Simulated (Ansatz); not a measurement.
Program: Ansatz. Geometries: PBE0-D4/def2-TZVP. ΔE: electronic, gas phase. CCSD(T)/CBS is the MP2 limit (def2-TZVPP, def2-QZVPP) plus CCSD(T) − MP2 in def2-TZVPP, frozen cores. DFT in def2-TZVPP. B3LYP here is the variant with VWN-RPA as its local correlation; programs differ in this. HSE06 is defined as in plane-wave codes. For Se outer-core shells are correlated without core-valence functions, which leaves a few kJ/mol of doubt a bond. Scalar relativity is left out up to krypton. One conformer a species, not always the lowest.

Reaction (ligand exchange at the Al–N bond): `C[NH][Al]([Cl])[Cl]` + H₂Se → `[Cl][Al]([Cl])[SeH]` + CH₃NH₂

```tsv
level	ΔE (kcal/mol)	difference from CCSD(T)/CBS
LDA (SPW92)	-4.9	1.2
PBE-D4	-6.7	-0.6
BLYP-D4	-4.2	1.9
r2SCAN-D4	-5.7	0.4
B97M-V	-4.7	1.4
PBE0-D4	-7.0	-0.9
B3LYP-D4	-4.7	1.4
r2SCANh-D4	-5.9	0.2
r2SCAN0-D4	-6.2	-0.1
HSE06-D4	-7.1	-1.0
BHLYP-D4	-5.2	0.9
ωB97X-V	-5.0	1.1
B2PLYP	-5.0	1.1
PBE-QIDH	-6.8	-0.7
PBE	-6.9	-0.8
revPBE	-7.6	-1.5
BLYP	-4.7	1.4
r2SCAN	-5.9	0.2
PBE0	-7.2	-1.1
B3LYP	-5.0	1.1
r2SCANh	-6.1	0.0
r2SCAN0	-6.3	-0.2
HSE06	-7.3	-1.2
BHLYP	-5.0	1.1
LC-ωPBE	-5.4	0.7
RPA@PBE/def2-TZVPP	-4.3	1.8
HF/def2-SVP	-5.0	1.1
MP2/def2-SVP	-4.4	1.7
CCSD/def2-SVP	-3.8	2.3
CCSD(T)/def2-SVP	-3.9	2.2
HF/def2-TZVPP	-5.7	0.4
MP2/def2-TZVPP	-5.6	0.5
SCS-MP2/def2-TZVPP	-4.9	1.2
CCSD(T)/def2-TZVPP	-4.9	1.2
HF/def2-QZVPP	-5.4	0.7
MP2/def2-QZVPP	-6.2	-0.1
SCS-MP2/def2-QZVPP	-5.4	0.7
HF/CBS(def2)	-5.4	0.7
MP2/CBS(def2)	-6.7	-0.6
CCSD/CBS(def2)	-5.9	0.2
CCSD(T)/CBS	-6.1	0
```

Largest T1 diagnostic among the species: 0.009.

Leaving LDA and LC-ωPBE aside and taking each functional with its dispersion term where it has one, the values, not all of them listed here, spread over 3.5 kcal/mol, from HSE06-D4 to CAM-B3LYP-D4. LDA lies +2.0 kcal/mol from PBE without D4. At CCSD(T), def2-SVP lies +2.2 kcal/mol from the extrapolated value and def2-TZVPP +1.2 kcal/mol.
